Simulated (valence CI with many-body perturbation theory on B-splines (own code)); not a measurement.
E1 transitions of Os V

Level of theory: relativistic CI+MBPT: four valence electrons over a frozen Dirac-Fock core [Xe] 4f14, radial functions for each j: 7 s, 7 p, 8 d, 6 f, 4 g, 1 h, with the one-electron correlation potential Σ1, the two-electron term Σ2, the three-electron term Σ3, Breit, model QED; selected CI, second order for the rest, scaled by the run's own slope (own B-spline code, finite nucleus).

Against 56 measured levels this calculation errs by 798 cm⁻¹ on average and by 2333 at most. These come from a selection out of Palmeri et al., Atoms 14, 22 (2026). Levels without a partner in it may be off by more, other configurations by 1,000 to 8,000 cm⁻¹. Among the levels kept, up to 310 cm⁻¹ of a level comes from second order outside the variational space, and about a tenth of that is noise between levels of different J, which matters for small intervals.

Lines 101 to 150 of 586 in falling wavelength, among levels below 232710 cm⁻¹, chosen from the strongest by gf and those to the six lowest levels. Wavelengths and rates use the calculated energies, so an error of 800 cm⁻¹ moves a line at 133.9 nm by 1.1 % and its rate by three times that or more. Electric multipoles are in the length gauge, E1 and E2 with the static RPA response of the core. Weak lines are less certain than strong ones. Lines between different terms over intervals too small for the method are left out, as are lines whose strength nearly cancels. Where a level lies close to another of its J and parity, the split of strength between their lines is uncertain. The highest levels of a list are the least certain.

Names give the largest LS component (configuration and term), which can be under half, so a name can repeat, a term be missing and a line seem to break the LS rules; names also repeat where a configuration has a term twice. Letters in brackets count levels of one name in rising energy.

| λ vac (nm) | Upper | Lower | A (s⁻¹) | log gf | Branch % |
| --- | --- | --- | --- | --- | --- |
| 133.9 | 5d3.6p 3G°_5 [b] | 5d3.6s 3F_4 [a] | 3.87e+08 | 0.06 | 6.2 |
| 133.7 | 5d3.6p 3H°_6 [a] | 5d3.6s 3H_5 [a] | 9.78e+07 | -0.47 | 3.5 |
| 133.6 | 5d3.6p 3D°_2 [f] | 5d3.6s 1P_1 | 3.25e+08 | -0.36 | 7.1 |
| 133.5 | 5d3.6p 3H°_4 [a] | 5d3.6s 5F_5 | 9.99e+07 | -0.62 | 5.2 |
| 132.9 | 5d3.6p 1D°_2 [d] | 5d3.6s 1D_2 [b] | 5.19e+08 | -0.16 | 9.9 |
| 132.4 | 5d3.6p 5D°_2 [a] | 5d3.6s 5F_3 | 2.05e+08 | -0.57 | 8.5 |
| 131.7 | 5d3.6p 3F°_3 [a] | 5d3.6s 5P_3 | 1.94e+08 | -0.45 | 4.6 |
| 131.4 | 5d3.6p 1H°_5 [a] | 5d3.6s 3H_5 [b] | 1.14e+08 | -0.49 | 1.9 |
| 131.1 | 5d3.6p 1H°_5 [b] | 5d3.6s 3F_4 [b] | 1.24e+08 | -0.45 | 2.2 |
| 130.7 | 5d3.6p 3D°_2 [c] | 5d3.6s 3P_1 [a] | 1.53e+08 | -0.71 | 2.8 |
| 130.6 | 5d3.6p 3F°_2 [a] | 5d3.6s 3F_2 [a] | 2.71e+08 | -0.46 | 16.2 |
| 130.3 | 5d3.6p 3D°_1 [e] | 5d3.6s 3P_1 [b] | 2.55e+08 | -0.71 | 5.5 |
| 129.2 | 5d3.6p 3D°_3 [a] | 5d3.6s 5P_3 | 1.13e+08 | -0.70 | 2.7 |
| 129.2 | 5d3.6p 5S°_2 | 5d3.6s 3P_2 | 1.70e+08 | -0.67 | 4.9 |
| 129.1 | 5d3.6p 1D°_2 [a] | 5d3.6s 1D_2 [a] | 2.63e+08 | -0.48 | 4.1 |
| 128.9 | 5d3.6p 3F°_2 [c] | 5d3.6s 3G_3 | 3.69e+08 | -0.34 | 9.4 |
| 128.7 | 5d3.6p 3G°_3 [b] | 5d3.6s 3F_2 [a] | 2.76e+08 | -0.32 | 4.7 |
| 128.7 | 5d3.6p 3G°_4 [b] | 5d3.6s 3G_4 | 3.02e+08 | -0.17 | 6.4 |
| 128.6 | 5d3.6p 1H°_5 [b] | 5d3.6s 1H_5 | 8.58e+08 | 0.37 | 14.9 |
| 128.0 | 5d3.6p 3F°_3 [b] | 5d3.6s 3F_3 [a] | 1.20e+08 | -0.69 | 2.3 |
| 127.8 | 5d3.6p 3D°_1 [f] | 5d3.6s 3P_0 [b] | 3.88e+08 | -0.55 | 7.0 |
| 127.7 | 5d3.6p 3D°_3 [f] | 5d3.6s 1D_2 [a] | 2.31e+08 | -0.40 | 5.5 |
| 127.6 | 5d3.6p 3G°_5 [c] | 5d3.6s 3G_4 | 3.26e+08 | -0.06 | 7.8 |
| 127.3 | 5d3.6p 5D°_4 [b] | 5d3.6s 3F_4 [a] | 1.68e+08 | -0.44 | 4.9 |
| 127.3 | 5d3.6p 3F°_3 [a] | 5d3.6s 3G_3 | 2.49e+08 | -0.37 | 5.9 |
| 127.1 | 5d3.6p 3D°_3 [e] | 5d3.6s 1G_4 | 2.61e+08 | -0.35 | 4.6 |
| 127.0 | 5d3.6p 5D°_1 [b] | 5d3.6s 5P_2 | 3.50e+08 | -0.60 | 7.7 |
| 126.8 | 5d3.6p 3H°_5 [b] | 5d3.6s 3F_4 [a] | 1.22e+08 | -0.49 | 3.1 |
| 126.6 | 5d3.6p 3G°_5 [d] | 5d3.6s 1G_4 | 2.94e+08 | -0.11 | 5.5 |
| 126.5 | 5d3.6p 1H°_5 [a] | 5d3.6s 3H_6 | 1.32e+08 | -0.46 | 2.2 |
| 126.3 | 5d3.6p 3F°_2 [b] | 5d3.6s 3F_2 [a] | 3.53e+08 | -0.38 | 6.4 |
| 126.2 | 5d3.6p 3H°_6 [c] | 5d3.6s 3H_5 [b] | 8.33e+08 | 0.41 | 24.5 |
| 126.2 | 5d3.6p 3P°_1 [a] | 5d3.6s 3D_1 [a] | 2.74e+08 | -0.71 | 5.4 |
| 126.1 | 5d3.6p 1D°_2 [b] | 5d3.6s 1D_2 [a] | 4.36e+08 | -0.28 | 13.4 |
| 126.0 | 5d3.6p 5D°_3 | 5d3.6s 5P_3 | 1.74e+08 | -0.54 | 3.8 |
| 125.7 | 5d3.6p 3G°_4 [c] | 5d3.6s 3F_4 [b] | 2.60e+08 | -0.26 | 7.2 |
| 125.6 | 5d3.6p 3F°_4 [b] | 5d3.6s 3G_4 | 1.21e+08 | -0.59 | 2.3 |
| 125.6 | 5d3.6p 3F°_3 [c] | 5d3.6s 3G_4 | 1.83e+08 | -0.52 | 3.1 |
| 125.5 | 5d3.6p 3G°_4 [a] | 5d3.6s 3G_3 | 2.92e+08 | -0.21 | 5.7 |
| 125.2 | 5d3.6p 3G°_5 [d] | 5d3.6s 3F_4 [b] | 9.08e+07 | -0.63 | 1.7 |
| 125.2 | 5d3.6p 3D°_1 [f] | 5d3.6s 3P_1 [b] | 4.52e+08 | -0.50 | 8.2 |
| 125.1 | 5d3.6p 3G°_5 [c] | 5d3.6s 3H_5 [a] | 2.83e+08 | -0.14 | 6.8 |
| 125.0 | 5d3.6p 3D°_3 [e] | 5d3.6s 3F_3 [b] | 2.10e+08 | -0.46 | 3.7 |
| 125.0 | 5d3.6p 3D°_3 [a] | 5d3.6s 3G_3 | 2.04e+08 | -0.48 | 4.9 |
| 124.9 | 5d3.6p 3D°_3 [e] | 5d3.6s 3F_2 [b] | 4.81e+08 | -0.10 | 8.5 |
| 124.8 | 5d3.6p 3D°_3 [g] | 5d3.6s 1D_2 [a] | 1.61e+08 | -0.58 | 4.5 |
| 124.7 | 5d3.6p 3F°_4 [a] | 5d3.6s 3H_4 | 5.30e+08 | 0.05 | 11.9 |
| 124.6 | 5d3.6p 1G°_4 [b] | 5d3.6s 1F_3 | 6.84e+08 | 0.16 | 15.2 |
| 124.4 | 5d3.6p 5D°_3 | 5d3.6s 3H_4 | 3.54e+08 | -0.24 | 7.8 |
| 124.4 | 5d3.6p 3D°_3 [f] | 5d3.6s 1G_4 | 2.58e+08 | -0.38 | 6.2 |

Question: How does gf follow from A for the line at 132.9 nm?

Answer: gf = 1.4992 × (2J+1)_upper × A / σ², with σ = 75271 cm⁻¹ and 2J+1 = 5: gf = 0.686.
